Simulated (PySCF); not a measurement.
CH7OPSi, SMILES CO[SiH2]P. Geometry optimised at B3LYP-D3(BJ)/def2-SVP. The values are those of a single conformer.

Computed with B3LYP-D3(BJ)/def2-SVP (PySCF).

Harmonic wavenumbers (cm⁻¹): 83, 100, 125, 174, 263, 430, 475, 652, 714, 761, 775, 893, 946, 1091, 1151, 1177, 1210, 1475, 1475, 1480, 2188, 2248, 2370, 2386, 2986, 3053, 3107. Rotational constants (GHz): 7.508, 2.436, 1.987; symmetry number 1.

Work out the zero-point energy and the ideal-gas rigid-rotor harmonic-oscillator thermochemistry at 298.15 K and 1 atm.

ZPE = ½ Σ hcν = ½ × 33785 cm⁻¹ = 202.08 kJ/mol. H − E(el) = 223.56 kJ/mol. Entropy in J/(mol K): translation 165.42, rotation 111.23, vibration 73.44, total 350.10. G − E(el) = 119.18 kJ/mol. Cp = 106.30 J/(mol K). Modes under 150 cm⁻¹ make the vibrational entropy uncertain.
